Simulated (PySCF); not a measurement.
# Removing an electron from `CCCNC(C)=O`

Compound: C5H11NO.
Geometry (PBE0-D3(BJ)/def2-SVP, Å), atoms numbered from 1 in this order:
```
atom  x, y, z in Å
C1    -1.887    0.889   -0.722
C2    -1.789   -0.336    0.173
C3    -0.575   -1.209   -0.126
N4     0.682   -0.529    0.063
C5     1.502   -0.192   -0.975
C6     2.747    0.567   -0.569
O7     1.255   -0.480   -2.129
H8    -2.767    1.501   -0.473
H9    -0.996    1.527   -0.617
H10   -1.958    0.602   -1.783
H11   -2.692   -0.961    0.065
H12   -1.766   -0.026    1.233
H13   -0.604   -2.123    0.492
H14   -0.584   -1.525   -1.180
H15    0.931   -0.224    0.995
H16    3.350    0.753   -1.465
H17    2.484    1.530   -0.105
H18    3.341   -0.008    0.158
```

Level: wB97X-D/def2-SVPD (PySCF). Frontier orbitals with their largest atomic shares (Löwdin; up to four atoms above 4 %):

```tsv
orbital	ε (eV)	main atoms
HOMO−3	-11.71	C1 25 %, C2 24 %, H9 12 %, H11 11 %
HOMO−2	-11.41	C2 25 %, C1 18 %, H12 16 %, C3 11 %
HOMO−1	-9.28	O7 57 %, N4 15 %, C5 9 %, C6 7 %
HOMO	-9.21	?
LUMO	2.07	H15 14 %, C6 14 %, C5 8 %, H17 8 %
LUMO+1	2.47	C5 28 %, O7 21 %, C6 12 %, H18 10 %
LUMO+2	2.84	C6 13 %, C2 11 %, H17 11 %, H13 10 %
```

**Question.** What vertical ionisation energy does ΔSCF give, and how far is −ε(HOMO) from it?

**Answer.** ΔSCF: 9.42 eV (909 kJ/mol; threshold wavelength 132 nm); ⟨S²⟩ of the doublet left behind is 0.778, against 0.75 for a pure doublet. −ε(HOMO) is 9.21 eV, 0.21 eV below it. For the exact functional −ε(HOMO) would equal the first vertical ionisation energy; wB97X-D (range-separated hybrid) comes within 0.21 eV of that here.

**Question.** On which atoms does the HOMO lie?

**Answer.** O7 (amide oxygen) 36 %, N4 (amide nitrogen) 34 %, C5 (amide carbonyl carbon) 8 %, C3 (sp3 carbon bound to nitrogen) 6 %, so no atom holds as much as 40 %. The HOMO−1 lies 0.07 eV lower.

**Question.** How many of the 10 lowest singlet excitations (vertical TDDFT, same level) lie below the ionisation energy?

**Answer.** All 10; they run from 5.82 to 8.84 eV.

**Question.** With α = 73.4 au, estimate the like-pair dispersion coefficient by London's formula C6 = (3/4)α²I.

**Answer.** I = 0.3461 Eh, so C6 ≈ 1400 au, a rough estimate.

**Question.** What total energies stand behind the ΔSCF value?

**Answer.** E(N) = -326.83325 Eh and E(N − 1) = -326.48712 Eh at the same geometry, 0.34613 Eh apart.

**Question.** Shift the occupied levels rigidly so that −ε(HOMO) equals the ΔSCF value. What binding energies result?

**Answer.** The shift is +0.21 eV: HOMO 9.42, HOMO−1 9.49, HOMO−2 11.62, HOMO−3 11.92 eV. A rigid shift is only a rough guide to the deeper ionisations.

Isolated species at its PBE0-D3(BJ)/def2-SVP geometry (one conformer only).

The pairwise dispersion term of wB97X-D wasn't added to the energies; at a given geometry it leaves orbitals and properties as they are.
